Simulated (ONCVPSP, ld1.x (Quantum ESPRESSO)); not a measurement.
Potentials for As (Z = 33) compared

Generated with ld1.x 7.5 (TM, RRKJ, ultrasoft, PAW), atompaw 4.2 or ONCVPSP 4.0.1. The cutoff is in Ry: for ld1.x and atompaw files where the sum of valence levels is converged to 10 mRy in a Bessel basis, for ONCV files where the hardest occupied wave has 1 mHa per electron of residual kinetic energy. The error is the largest all-electron minus pseudo excitation energy over each file’s own four to seven test configurations (ionisations up to +4, promotions, holes and added fractions of an electron), all of which were solved. The labels leave out finer settings (local radius, basis sizes, second energies), which also bear on the numbers. Spin-polarised tests are not counted. The rows are a selection from randomly drawn settings: files with unsolved tests, undetermined cutoffs or missed reference levels are left out.

A true bound ghost makes a file unfit for plane-wave use even where its test errors are small: the radial tests pick states by their node count and pass the ghost by.

| potential | cutoff (Ry) | largest error (meV) | bound ghosts |
| --- | --- | --- | --- |
| ONCV, PBEsol, scalar-relativistic, rc 1.60/2.00/0.90/2.92 (spdf), local smoothed, core correction yes, reference 3d10 4s2 4p2, qcut 4.3/3.9/14/5.7, projectors 1/2/2/3 | 209 | -493 | s |
| ultrasoft, PBE, scalar-relativistic, rc 1.65/2.05/2.00 (spd), local smoothed, core correction no, reference 4s2 4p1 | 12 | +21 | none |
| TM, PBE, scalar-relativistic, rc 1.70/1.40 (sp), local smoothed, core correction yes, reference 4s2 4p2 | 50 | -46 | d |
| ONCV, LDA (Perdew-Zunger), scalar-relativistic, rc 1.10/0.80/1.15/1.25 (spdf), local smoothed, core correction yes, reference 3s2 3p6 3d10 4s2 4p1, qcut 13.3/16.8/13.6/9.2, projectors 2/2/3/2 | 156 | -2.7 | none |

(1) Fill in the row for As: TM, PBE, scalar-relativistic, rc 1.60/2.05/2.00 (spd), local smoothed, core correction no, reference 4s2 4p2.5.

(2) Fill in the row for As: RRKJ, PBE, scalar-relativistic, rc 1.40/1.75/0.85 (spd), local smoothed, core correction yes, reference 3d10 4s2 4p2.

Answers

(1) cutoff 30 Ry, largest error +180 meV, bound ghosts: none.

(2) cutoff 260 Ry, largest error -1076 meV, bound ghosts: none.
